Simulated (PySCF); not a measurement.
Zr(OH)2(H)2 (H4O2Zr), SMILES [OH][ZrH2][OH], multiplicity 1. Atoms are numbered in the order given.

```xyz
7

Zr     0.0000     0.0000    -0.2909
O     -1.6245     0.0000     0.7147
H     -2.2490     0.0000     1.4390
O      1.6245     0.0000     0.7147
H      2.2490     0.0000     1.4390
H      0.0000    -1.5487    -1.3377
H      0.0000     1.5487    -1.3377
```
Charge 0, spin multiplicity 1.

The structure is a stationary point at r2SCAN-D4/def2-TZVP. The spin state was assumed, not searched. The structure was generated by enumeration; whether it is a known compound was not checked. The def2 effective core potentials stand for the cores of Zr; spin–orbit coupling is left out. The values are those of a single conformer.

Calculation: TDA-PBE/def2-SVPD (PySCF 2.14.0).

Vertical excitations. Gas-phase values at a fixed geometry. State labels are in the subgroup C2v.

Computed UV-visible absorptions:
| state | symmetry | energy (eV) | λ (nm) | f | main pairs |
|---|---|---|---|---|---|
| S1 | B2 | 4.07 | 304 | 0.001 | HOMO→LUMO 100 % |
| S2 | A1 | 4.89 | 254 | 0.040 | HOMO−1→LUMO 96 % |
| S3 | B1 | 4.91 | 253 | 0.002 | HOMO→LUMO+1 98 % |
| S4 | A2 | 5.23 | 237 | 0.000 | HOMO−1→LUMO+1 63 %, HOMO→LUMO+2 37 % |
| S5 | B2 | 5.42 | 229 | 0.012 | HOMO→LUMO+3 99 % |
| S6 | A2 | 5.51 | 225 | 0.000 | HOMO→LUMO+2 62 %, HOMO−1→LUMO+1 36 % |
| S7 | B2 | 5.82 | 213 | 0.003 | HOMO→LUMO+5 84 %, HOMO−1→LUMO+4 15 % |
| S8 | A1 | 5.82 | 213 | 0.002 | HOMO→LUMO+4 59 %, HOMO−1→LUMO+3 30 % |
| S9 | B1 | 5.94 | 209 | 0.044 | HOMO−1→LUMO+2 97 % |
| S10 | A1 | 6.02 | 206 | 0.006 | HOMO−1→LUMO+3 64 %, HOMO−1→LUMO+5 17 %, HOMO→LUMO+4 14 % |
| T1 | B2 | 3.67 | 338 | 0 | HOMO→LUMO 100 % |
| T2 | A1 | 4.11 | 302 | 0 | HOMO−1→LUMO 99 % |
| T3 | B1 | 4.41 | 281 | 0 | HOMO→LUMO+1 98 % |
| T4 | A2 | 4.81 | 258 | 0 | HOMO−1→LUMO+1 65 %, HOMO→LUMO+2 34 % |
Triplets are in the Tamm–Dancoff approximation.
